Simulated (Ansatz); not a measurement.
Relaxation of BrClH4O3Zr (10 atoms, charge 0, multiplicity 1), to a largest force component of 0.03 eV/Å in at most 50 steps.

Theory: RKS PBE-D4/def2-SVP (Ansatz).

```xyz
10
Properties=species:S:1:pos:R:3
Zr -0.204 -0.341 0.216
Cl -0.080 -0.148 2.702
O 1.559 -0.513 -0.518
H 2.416 -0.364 -0.938
O -1.140 1.166 -0.513
H -1.399 1.995 -0.936
O -1.194 -1.933 -0.196
H -1.650 -2.676 -0.613
Br 1.809 2.884 1.092
H 1.242 1.978 2.157
```

Where does it end, and by what steps?

The forces met the threshold. The force dipped under the threshold on the way, but the program's further checks kept it going. After 6 steps the energy has fallen by 0.100 eV; Br9 moved furthest, 0.25 Å.

```tsv
step	energy less start (eV)	largest force component (eV/Å)	accepted
0	0.0000	0.868	yes
1	-0.0695	0.526	yes
2	-0.0932	0.152	yes
3	-0.0986	0.056	yes
4	-0.0984	0.231	no
5	-0.0997	0.014	yes
6	-0.1001	0.011	yes
```

```xyz
10
Properties=species:S:1:pos:R:3
Zr -0.194 -0.323 0.179
Cl -0.001 -0.017 2.587
O 1.559 -0.509 -0.575
H 2.421 -0.361 -0.989
O -1.138 1.166 -0.572
H -1.400 2.000 -0.986
O -1.194 -1.935 -0.127
H -1.661 -2.693 -0.501
Br 1.814 2.889 1.338
H 1.153 1.831 2.100
```

Time of the run: 18 s on 4 threads of Arm Neoverse V1, with other jobs on the host, peak memory 0.22 GiB.
